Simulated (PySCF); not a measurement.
**[AuH2]+: breathing scan**

All numbers come from UPBE0/[Au def2-TZVP with ECP60, H def2-TZVP], scalar-relativistic core potentials, density fitting, no spin–orbit coupling, PySCF.

Rigid scan from the triplet minimum (Au–H 1.672 Å (×2); H–Au–H 157.8°). Coordinate: all bonds to the central atom scaled together. Energies in kJ/mol from the minimum.

```
scale of all bonds to the centre  E (kJ/mol)  dipole size (D, about the centre of mass)  ⟨S²⟩
                            0.88        63.0                                       0.08  2.01
                            0.92        24.6                                       0.12  2.01
                            0.96         5.4                                       0.16  2.01
                            1.00         0.0                                       0.21  2.01
                            1.04         4.2                                       0.26  2.02
                            1.08        15.0                                       0.31  2.02
                            1.14        38.5                                       0.38  2.03
                            1.22        75.2                                       0.46  2.04
                            1.35       130.8                                       0.54  2.05
```

Open d and f shells are described by one determinant, and the ground state may have another occupation or spin. Spin–orbit coupling, left out here, can matter for elements this heavy.

Other isomers or separated fragments may lie lower.
